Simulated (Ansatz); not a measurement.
Geometry optimisation, RKS B3LYP-D4/6-31G* in Ansatz 0.2.0.

Input file:

```yaml
crystal:
  periodic: [false, false, false]
  atoms:
    - { symbol: Al, position_ang: [-0.3085, 0.458, 0.2449] }
    - { symbol: F, position_ang: [-0.541, 0.8213, -1.8202] }
    - { symbol: "N", position_ang: [0.8361, 1.6094, 0.955] }
    - { symbol: "N", position_ang: [-1.7917, -0.2474, 0.9115] }
    - { symbol: H, position_ang: [0.0955, -0.1134, -1.3798] }
    - { symbol: C, position_ang: [0.8289, -1.1873, -0.8719] }
    - { symbol: H, position_ang: [1.0106, 1.7729, 1.9366] }
    - { symbol: H, position_ang: [1.3672, 2.2775, 0.4116] }
    - { symbol: H, position_ang: [-2.4901, -0.6918, 0.3302] }
    - { symbol: H, position_ang: [-2.1775, -0.1214, 1.8352] }
    - { symbol: H, position_ang: [0.9692, -1.5669, 0.1483] }
    - { symbol: H, position_ang: [0.3764, -2.0039, -1.4313] }
    - { symbol: H, position_ang: [1.8249, -1.0071, -1.2701] }
basis:
  gaussian: { orbitals: "6-31G*" }
hamiltonian:
  xc: b3lyp
  dispersion: d4
relax:
  f_tol: 0.15
  max_steps: 25
  restrain:
    - { distance: [0, 5], at: 1.97, k: 30.0 }
    - { distance: [4, 1], at: 0.88, k: 30.0 }
    - { distance: [0, 1], at: 3.08, k: 30.0 }
    - { distance: [4, 5], at: 2.37, k: 30.0 }
```

Run as:

```bash
$ ansatz run input.yaml --threads 2 --pin off --max-ram 3072MiB --backend cpu --events-out ev --progress --plain --runs-dir out
```

Where does it end, and by what steps?

The run converged. The restraints hold the end off the free minimum. After 14 steps the energy has fallen by 0.106 eV (the restraints' own energy left out); H5 moved furthest, 1.07 Å. Parted: Al1–F2, Al1–H5. Joined: F2–H5.

| step | energy less start (eV) | largest force component (eV/Å) | accepted |
| --- | --- | --- | --- |
| 0 | 0.0000 | 2.036 | yes |
| 1 | 0.6999 | 2.073 | yes |
| 2 | 0.9836 | 4.162 | yes |
| 3 | 0.9889 | 2.960 | yes |
| 4 | 0.5712 | 2.221 | yes |
| 5 | 0.2836 | 1.609 | yes |
| 6 | 0.1794 | 1.672 | no |
| 7 | 0.1618 | 0.660 | yes |
| 8 | 0.0681 | 0.750 | yes |
| 9 | -0.0366 | 0.886 | yes |
| 10 | -0.0995 | 1.015 | yes |
| 11 | -0.0245 | 1.962 | no |
| 12 | -0.1135 | 0.209 | no |
| 13 | -0.1083 | 0.764 | yes |
| 14 | -0.1060 | 0.994 | yes |

```xyz
13
Properties=species:S:1:pos:R:3
Al -0.075 0.093 0.539
F -0.512 0.920 -2.390
N 0.821 1.496 1.180
N -1.720 -0.259 1.132
H -0.058 0.123 -2.413
C 0.826 -1.193 -0.652
H 0.458 2.177 1.836
H 1.725 1.794 0.839
H -2.262 -1.065 0.851
H -2.279 0.344 1.723
H 1.349 -1.957 -0.061
H 0.130 -1.744 -1.300
H 1.595 -0.729 -1.284
```

Whether the end is a true minimum wasn't checked by a vibrational analysis.

The run took 71 s on 2 threads of Arm Neoverse N1, on a shared host, peak memory 0.2 GiB.
